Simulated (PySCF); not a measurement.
Computed IR spectrum (relative IR intensity) of a molecule C₅H₉B. Geometry: B3LYP-D3(BJ)/def2-SVP. The values are those of a single conformer. These are B3LYP-D3(BJ)/def2-SVP (PySCF 2.14.0) values and carry that method's errors. Frequencies are harmonic and unscaled.

```
ν (cm⁻¹)  relative intensity
--------  ------------------
237                      2.1
364                      2.1
533                      4.0
670                       33
790                       18
828                      9.2
840                       16
968                      7.9
986                      8.4
1037                      15
1117                      43
1177                     100
1248                     3.1
1305                      22
1332                      56
1393                     2.7
1443                     2.3
1473                     7.4
1477                     4.1
2151                      48
2976                      18
3019                      13
3028                      23
3079                     9.1
3103                      23
3111                      19
3121                      15
3459                      35
```

Task: Identify the compound among the candidates.
A. CCB1C=CC1
B. C#CB(C)CC
C. C=C1CCB1C
D. C=C=CB(C)C

Result: B, C#CB(C)CC
